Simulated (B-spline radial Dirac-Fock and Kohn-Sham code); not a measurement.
Neutral boron: differential elastic cross section for electrons at 710 eV

Model: relativistic (Dirac) partial waves in the static field of the Dirac-Fock atom with Furness-McCarthy exchange, without polarisation or absorption potentials. Program: an atomic code on a B-spline grid.

```
θ (°)  dσ/dΩ (Å²/sr)
    5           4.73
   10           1.84
   15          0.653
   20          0.264
   25          0.127
   30         0.0702
   35         0.0430
   40         0.0283
   45         0.0197
   50         0.0143
   55         0.0108
   60        0.00835
   65        0.00663
   70        0.00537
   75        0.00443
   80        0.00372
   85        0.00316
   90        0.00273
   95        0.00238
  100        0.00210
  105        0.00188
  110        0.00169
  115        0.00154
  120        0.00141
  125        0.00130
  130        0.00121
  135        0.00114
  140        0.00108
  145        0.00103
  150       0.000986
  155       0.000952
  160       0.000925
  165       0.000905
  170       0.000891
  175       0.000882
```

The total elastic cross section is 0.691 Å², the first transport cross section 0.0512 Å² and the second, weighted with (3/2) sin²θ, 0.105 Å². The mean deflection is ⟨1 − cos θ⟩ = 0.0741, and 1.4 % of the collisions scatter beyond 90°.

Values without a named source are computed, but for edge energies of neutral atoms, which are taken from tables.
